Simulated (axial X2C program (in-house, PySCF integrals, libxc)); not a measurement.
**Nuclear properties of GeS**

Calculated with an in-house all-electron X2C program for linear molecules (integrals from PySCF): two-component X2C with atomic mean-field Coulomb and Gaunt terms, Gaussian nuclei, basis Ge dyall-cv3z, S dyall-av3z with contracted cores.

R = 2.015 Å (near the PBE0 minimum at charge 0 of the determinant lowest at the starting distance; the state shown can have its own minimum elsewhere).

Determinant lowest in the PBE0 search, Ω = 0 (closed shell), highest spinor 73% S p, 20% Ge p, 4% Ge d:

| level | qzz Ge (a.u.) | qzz S (a.u.) | μ (D) |
| --- | --- | --- | --- |
| PBE0 | -4.42 | -0.33 | -2.30 |
| HF | -5.24 | -0.23 | -2.90 |
| BP86 | -4.08 | -0.40 | -2.04 |
| B3LYP | -4.33 | -0.38 | -2.28 |
| LDA | -4.10 | -0.43 | -2.00 |

qzz is the electric field gradient, eQq0 = 234.96 MHz × Q/barn × qzz; μ is positive if the S end (last atom) is positive. The operators were transformed with the bare-nucleus X2C matrices; with these basis sets, hyperfine constants and field gradients can be off by tens of per cent, and where levels differ in sign neither size nor sign is settled.

Question: With Q(73Ge) = -0.196 barn, Q(33S) = -0.0694 barn (Q from Pyykkö, Mol. Phys. 2018), turn the PBE0 values of the first state into constants in MHz.

Answer: eQq0(73Ge) = 234.96 × (-0.196) × (-4.42) = 204 MHz; eQq0(33S) = 234.96 × (-0.0694) × (-0.33) = 5.38 MHz.

Each state is one determinant with collinear spin. The search compared states at one distance, so a state with another bond length can lie lower.
